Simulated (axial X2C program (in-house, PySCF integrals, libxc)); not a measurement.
## NiN with a deliberately poor setting

Computed with an in-house relativistic program for diatomic molecules.

The run was started with this input:
```json
{"zs": [28, 7], "q": 0, "bas": ["dyall-v3z", "dyall-v3z"], "levels": ["PBE0", "HF", "M06", "PBE"], "cc": false, "r0": 1.61, "npts": 10, "nst": 2, "ntry": 6, "opt": {"auxb": 6.0}}
```
```bash
python so2c.py task.json out
```

Keys: zs atomic numbers; q charge; bas basis sets; levels methods; cc coupled cluster on or off; r0 starting distance in Å; npts points on the curve; nst determinants followed; ntry starts of the search; auxb ratio of fitting exponents. HF also brings MP2.

One numerical setting was spoiled on purpose. Which, and what came out?

Density fitting set too sparse. States: spin-free M_S = 3/2, Λ = 0; 2c Ω = 3/2. The apparent results, which are not to be taken for properties of NiN:

```json
{"Hamiltonian": "spin-free", "level": "PBE0", "points converged": "10 of 10", "Re (Å)": "1.637", "ωe (cm⁻¹)": "589", "De (eV)": "2.11", "curve-fit residual (μEh)": "4.7"}
{"Hamiltonian": "spin-free", "level": "HF", "points converged": "10 of 10", "Re (Å)": "1.957", "ωe (cm⁻¹)": "492", "De (eV)": "-0.09", "curve-fit residual (μEh)": "0.72"}
{"Hamiltonian": "spin-free", "level": "MP2", "points converged": "10 of 10", "Re (Å)": "1.718", "ωe (cm⁻¹)": "497", "De (eV)": "1.83", "curve-fit residual (μEh)": "0.17"}
{"Hamiltonian": "spin-free", "level": "M06", "points converged": "10 of 10", "Re (Å)": "1.625", "ωe (cm⁻¹)": "706", "De (eV)": "2.04", "curve-fit residual (μEh)": "12"}
{"Hamiltonian": "spin-free", "level": "PBE", "points converged": "10 of 10", "Re (Å)": "1.607", "ωe (cm⁻¹)": "854", "De (eV)": "3.47", "curve-fit residual (μEh)": "0.23"}
{"Hamiltonian": "2c", "level": "PBE0", "points converged": "10 of 10", "Re (Å)": "1.639", "ωe (cm⁻¹)": "587", "De (eV)": "2.10", "curve-fit residual (μEh)": "4.6"}
{"Hamiltonian": "2c", "level": "HF", "points converged": "10 of 10", "Re (Å)": "1.963", "ωe (cm⁻¹)": "477", "De (eV)": "-0.09", "curve-fit residual (μEh)": "1.5"}
{"Hamiltonian": "2c", "level": "MP2", "points converged": "10 of 10", "Re (Å)": "1.729", "ωe (cm⁻¹)": "504", "De (eV)": "1.83", "curve-fit residual (μEh)": "0.43"}
{"Hamiltonian": "2c", "level": "M06", "points converged": "10 of 10", "Re (Å)": "1.627", "ωe (cm⁻¹)": "695", "De (eV)": "1.97", "curve-fit residual (μEh)": "12"}
{"Hamiltonian": "2c", "level": "PBE", "points converged": "10 of 10", "Re (Å)": "1.607", "ωe (cm⁻¹)": "853", "De (eV)": "3.46", "curve-fit residual (μEh)": "0.23"}
```
